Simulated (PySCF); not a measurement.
Compound: [Cu(PH3)4]+ (charge +1 and singlet state).
Z-matrix (Å and degrees, PBE0-D3(BJ)/def2-SVP geometry), rows numbered from 1:
```
Cu
P   1  2.3102
H   2  1.4190  1  120.31
H   2  1.4182  1  119.46  3  -120.44
H   2  1.4192  1  119.26  3   120.20
P   1  2.3059  2  109.54  3   -64.14
H   6  1.4191  1  120.14  2    63.98
H   6  1.4192  1  119.54  2   -56.17
H   6  1.4188  1  119.51  2  -175.79
P   1  2.3122  2  109.00  3   175.98
H  10  1.4191  1  119.74  2    60.85
H  10  1.4191  1  119.47  2   -58.99
H  10  1.4190  1  119.85  2  -178.91
P   1  2.3094  2  110.40  3    55.97
H  14  1.4191  1  119.89  2   -61.98
H  14  1.4189  1  119.62  2   177.84
H  14  1.4188  1  119.47  2    58.01
```

Method: delta-SCF UKS SCAN, pcX-2 on the ionised atom (unc-x2c-TZVPall on a metal), pcseg-1 elsewhere, spin-free X2C (PySCF 2.14.0). Each binding energy is the total energy of the core-ionised species, with the hole localised on one atom, minus that of the ground state; both are solved self-consistently, so orbital relaxation is included.

One binding energy is withheld.

```
      atom(s)   bonded to     level  binding energy (eV)
P2/P6/P10/P14  3 H and Cu      P 1s              2154.43
P2/P6/P10/P14  3 H and Cu   P 2p3/2               140.77
          Cu1         4 P  Cu 2p3/2                    ?
```

(1) What is the Cu 2p3/2 binding energy of Cu1?

(2) Which photon wavelength matches the P 1s of P2/P6/P10/P14 threshold?

Results:

(1) 941.89 eV (copper bonded to 4 P), with 2p1/2 at 962.55 eV.

(2) λ = hc/E = 12398.42 eV Å / 2154.43 eV = 5.755 Å.

The first atom of each set that the bonding makes equivalent was ionised and stands for the set. The 2p values aren't plain energy differences: one relaxed spin-free 2p hole is combined with a matrix within the shell (ground-state 2p orbital-energy differences and spin–orbit coupling). 2p3/2, the mean of its two sublevels, lies a third of the splitting below the shell's mean and 2p1/2 two thirds above it; the statistical areas are 2:1. 2p1/2 minus 2p3/2 (ligand field included): P 0.89 eV, Cu 20.66 eV. Satellites of the metal's 2p lines aren't described. The species carries charge +1, so core ionisation leaves charge +2. Isolated species at its PBE0-D3(BJ)/def2-SVP geometry, gas phase. Metal 2p energies of this one-determinant scheme are less reliable than its 1s energies.

Hardware: one thread of an Intel Xeon at 2.50 GHz, no GPU, on a shared host. Cost: 96 s wall, 84 s CPU, 0.80 GiB resident at most.
